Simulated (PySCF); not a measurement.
Compound: [TaCl6]- (charge -1 and singlet state).
Cartesian coordinates in Å at the PBE0-D3(BJ)/def2-SVP level; atoms count from 1:
```xyz
7
TaCl6 angstrom
Ta     0.0126   -0.0139   -0.0101
Cl    -0.0030   -0.0242    2.3602
Cl     0.0209   -0.0011   -2.3801
Cl     2.3829    0.0074   -0.0021
Cl    -2.3572   -0.0421   -0.0299
Cl    -0.0049    2.3561    0.0043
Cl     0.0407   -2.3842   -0.0107
```

Level of theory: PySCF 2.14.0, PBE0-D3(BJ)/def2-SVP geometry optimisation, gas phase, def2 core potentials past Kr.

Take the most abundant isotopes and a rigid rotor. 

(1) Give the principal moments of inertia and the rotational constants in MHz.

(2) Classify the top.

Answers

(1) Ia = 785.17, Ib = 785.59, Ic = 786.71 u·Å²; 505379 MHz·u·Å²/I gives A = 643.7, B = 643.3, C = 642.4 MHz.

(2) A spherical top, as the point group Oh requires three equal moments; the computed ones differ by 0.20 % because the geometry is symmetric only within the optimiser's tolerance.

The point group Oh allows no dipole (computed: 0.01 D (about the centre of mass, as the species is charged)), so a rigid rotor has no electric-dipole lines.

Estimate the classical rotational partition function at 10 K, 25 K and 500 K.

Point group Oh, symmetry number σ = 24; q = (√π/σ)·√((kT/h)³/(ABC)), k/h = 20836.6 MHz/K: 431 at 10 K, 1700 at 25 K, 152000 at 500 K.

PBE0-D3(BJ)/def2-SVP frequencies: not computed here. The geometry's basis has no diffuse functions, a weakness for an anion. Zero-point vibration and centrifugal distortion are left out.
